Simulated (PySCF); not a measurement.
# Correlation energy of Br⁺ (bromine, charge +1)

[Ar] 3d10 4s2 4p4, high-spin 3P determinant. All numbers are calculated (PySCF 2.14, the non-relativistic Hamiltonian (point nucleus), in def2-SVP). Frozen: [Ar] 3d10; 6 electrons correlated.

MP2 pair energies summed by pair of shells (mhartree):

```json
{"pair": "4p-4p", "energy": "-37.64", "share (%)": "48.7"}
{"pair": "4s-4p", "energy": "-33.47", "share (%)": "43.3"}
{"pair": "4s-4s", "energy": "-6.23", "share (%)": "8.0"}
```

Total MP2 correlation energy: -77.34 mhartree.

Same-spin part -19.00 and opposite-spin part -58.34 mhartree; SCS-MP2 scales them by 1/3 and 6/5 to -76.34 mhartree.

```csv
level,correlation energy (mhartree)
CCSD,-93.73
(T),-1.15
CCSD(T),-94.88
```

Diagnostics: T1 = 0.0062, D1 = 0.0211, largest double amplitude 0.054.

**Question.** Is a single reference adequate?

**Answer.** Yes, within this model without spin-orbit coupling: T1 lies below 0.03 and no double amplitude reaches 0.07.
